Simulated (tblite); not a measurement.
Compound: C4H10AlBrO.
Bonds: Br1–Al2, Al2–O3, O3–C4, C4–C5, C5–C6, C6–C7, O3–C7. Hydrogens: H8, H9 on Al2; H10, H11 on C4; H12, H13 on C5; H14, H15 on C6; H16, H17 on C7.

Computed with GFN2-xTB (tblite), gas phase: L-BFGS steps from a force-field or distance-geometry start until the largest atomic force falls under 0.01 eV/Å.

Step 4: E = -625.7253 eV
```
atom  x, y, z in Å  |  force x, y, z in eV/Å
Br1     1.6647    2.5464    1.4662    0.279   0.415   0.422
Al2     2.2581    0.5934    0.5100   -0.104  -0.288  -0.002
O3      0.6605    0.1397   -0.5321   -0.291  -0.014   0.333
C4     -0.4826    1.0516   -0.5324    0.572  -0.360   0.024
C5     -1.6970    0.2377   -0.1108    0.106   0.088  -0.113
C6     -1.1311   -1.1151    0.3130   -0.110  -0.023  -0.068
C7      0.1953   -1.2230   -0.4194    0.081   0.608   0.009
H8      3.3869    0.7094   -0.4883    0.192   0.000  -0.391
H9      2.2566   -0.6475    1.4318    0.039  -0.058   0.214
H10    -0.5803    1.5222   -1.5146    0.022  -0.157  -0.003
H11    -0.2368    1.8031    0.2136   -0.321   0.239  -0.205
H12    -2.2054    0.7113    0.7237   -0.181   0.061  -0.113
H13    -2.3580    0.1415   -0.9613   -0.346  -0.104  -0.056
H14    -0.9769   -1.1197    1.3907    0.075  -0.110   0.013
H15    -1.7936   -1.9188    0.0231   -0.140  -0.244   0.134
H16     0.1012   -1.6724   -1.4144    0.016   0.116   0.053
H17     0.9312   -1.7477    0.1900    0.110  -0.169  -0.252
```

Step 5: E = -625.7776 eV
```
atom  x, y, z in Å  |  force x, y, z in eV/Å
Br1     1.6866    2.5525    1.4820    0.241   0.364   0.368
Al2     2.2853    0.5973    0.5340   -0.242  -0.206  -0.201
O3      0.6498    0.1415   -0.5014    0.149   0.074   0.133
C4     -0.4785    1.0442   -0.5384    0.208  -0.058   0.041
C5     -1.7032    0.2368   -0.1152    0.011   0.056  -0.121
C6     -1.1361   -1.1196    0.3123   -0.090  -0.008  -0.028
C7      0.1963   -1.2123   -0.4200    0.013   0.081   0.041
H8      3.3861    0.7085   -0.5077    0.128  -0.020  -0.282
H9      2.2521   -0.6451    1.4363    0.093  -0.130   0.272
H10    -0.5782    1.5274   -1.5222    0.081  -0.359   0.099
H11    -0.2509    1.8117    0.1977   -0.259   0.230  -0.138
H12    -2.2155    0.7215    0.7157   -0.083  -0.029  -0.171
H13    -2.3755    0.1417   -0.9648   -0.167  -0.105   0.070
H14    -0.9706   -1.1306    1.3909    0.016  -0.037  -0.052
H15    -1.7989   -1.9305    0.0333   -0.065  -0.150   0.093
H16     0.1015   -1.6771   -1.4153    0.022   0.325   0.128
H17     0.9425   -1.7558    0.1721   -0.056  -0.026  -0.253
```

Step 6: E = -625.8093 eV
```
atom  x, y, z in Å  |  force x, y, z in eV/Å
Br1     1.7042    2.5626    1.4982    0.243   0.184   0.253
Al2     2.2966    0.5962    0.5442   -0.264  -0.035  -0.245
O3      0.6465    0.1439   -0.4806    0.373   0.099   0.060
C4     -0.4725    1.0385   -0.5408   -0.113   0.159   0.053
C5     -1.7062    0.2371   -0.1200   -0.058  -0.022  -0.084
C6     -1.1407   -1.1223    0.3111   -0.049  -0.007   0.008
C7      0.1967   -1.2040   -0.4194   -0.041  -0.233   0.060
H8      3.3880    0.7075   -0.5244    0.028  -0.040  -0.163
H9      2.2513   -0.6463    1.4442    0.116  -0.134   0.265
H10    -0.5754    1.5235   -1.5253    0.125  -0.433   0.082
H11    -0.2641    1.8212    0.1857   -0.182   0.203  -0.081
H12    -2.2230    0.7270    0.7077   -0.017  -0.066  -0.184
H13    -2.3891    0.1398   -0.9657   -0.029  -0.087   0.116
H14    -0.9666   -1.1377    1.3899   -0.030   0.016  -0.087
H15    -1.8031   -1.9402    0.0411    0.005  -0.055   0.058
H16     0.1021   -1.6736   -1.4137    0.010   0.414   0.084
H17     0.9483   -1.7611    0.1569   -0.118   0.037  -0.194
```

Step 7: E = -625.8429 eV
```
atom  x, y, z in Å  |  force x, y, z in eV/Å
Br1     1.7270    2.5765    1.5197    0.246  -0.054   0.101
Al2     2.3007    0.5941    0.5484   -0.218   0.130  -0.199
O3      0.6496    0.1476   -0.4585    0.355   0.088   0.041
C4     -0.4671    1.0345   -0.5410   -0.333   0.267   0.068
C5     -1.7090    0.2368   -0.1262   -0.102  -0.109  -0.017
C6     -1.1460   -1.1250    0.3095    0.015  -0.013   0.038
C7      0.1960   -1.1973   -0.4174   -0.050  -0.358   0.062
H8      3.3908    0.7056   -0.5444   -0.102  -0.062  -0.025
H9      2.2532   -0.6503    1.4579    0.128  -0.071   0.196
H10    -0.5701    1.5103   -1.5274    0.155  -0.429  -0.018
H11    -0.2813    1.8354    0.1723   -0.088   0.162  -0.016
H12    -2.2311    0.7310    0.6962    0.030  -0.081  -0.146
H13    -2.4037    0.1357   -0.9648    0.102  -0.064   0.103
H14    -0.9633   -1.1442    1.3875   -0.072   0.070  -0.082
H15    -1.8074   -1.9510    0.0500    0.075   0.048   0.014
H16     0.1028   -1.6612   -1.4112   -0.020   0.435  -0.047
H17     0.9520   -1.7664    0.1384   -0.121   0.041  -0.073
```

Question: Estimate the geometry and energy of step 8. (The exact step hangs on the optimiser's Hessian estimate; all steps are aligned on step 7, rigid shifts and turns removed.)

Answer: E = -625.8729 eV, largest force 0.440 eV/Å
```
atom  x, y, z in Å  |  force x, y, z in eV/Å
Br1     1.7526    2.5891    1.5418    0.232  -0.245  -0.033
Al2     2.2972    0.5934    0.5464   -0.108   0.200  -0.080
O3      0.6573    0.1522   -0.4379    0.086   0.055   0.067
C4     -0.4658    1.0337   -0.5386   -0.345   0.200   0.072
C5     -1.7117    0.2347   -0.1321   -0.084  -0.148   0.056
C6     -1.1504   -1.1274    0.3082    0.077  -0.019   0.046
C7      0.1946   -1.1941   -0.4142   -0.022  -0.240   0.032
H8      3.3920    0.7027   -0.5633   -0.218  -0.076   0.086
H9      2.2582   -0.6556    1.4749    0.125   0.043   0.083
H10    -0.5622    1.4887   -1.5301    0.153  -0.349  -0.146
H11    -0.2991    1.8522    0.1602   -0.013   0.111   0.028
H12    -2.2382    0.7325    0.6833    0.033  -0.075  -0.052
H13    -2.4154    0.1300   -0.9623    0.180  -0.051   0.028
H14    -0.9621   -1.1482    1.3839   -0.093   0.109  -0.023
H15    -1.8100   -1.9601    0.0582    0.117   0.113  -0.033
H16     0.1029   -1.6404   -1.4105   -0.054   0.388  -0.200
H17     0.9531   -1.7712    0.1211   -0.066  -0.017   0.069
```

The energy changes by -0.0301 eV. The first-order estimate −F·Δx gives -0.0423 eV and the mean of the old and new forces, exact on a quadratic surface, -0.0301 eV. The step makes an angle of 59° with the force vector and moves no atom by more than 0.036 Å.

What follows is the cost of the whole relaxation. Hardware: Arm Neoverse N1, one thread (shared host). Cost: 1.5 s of wall time.
